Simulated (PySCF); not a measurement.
Correlation energy of C(2+) (carbon, charge +2)

[He] 2s2, closed-shell 1S. Computed with PySCF 2.14 in dyall-acv3z (15s9p4d2f, 76 functions), with the spin-free X2C one-electron Hamiltonian (Gaussian nucleus). Frozen: nothing; 4 electrons correlated; the 5 highest virtual orbitals of each spin left out.

| level | correlation energy (mhartree) |
| --- | --- |
| CCSD | -121.69 |
| (T) | -0.60 |
| CCSD(T) | -122.29 |

Diagnostics: T1 = 0.0071, D1 = 0.0141, largest double amplitude 0.152.

Problem. Is a single reference adequate?

Solution. Not fully. A double-excitation amplitude exceeds 0.15, a sign of near-degeneracy.
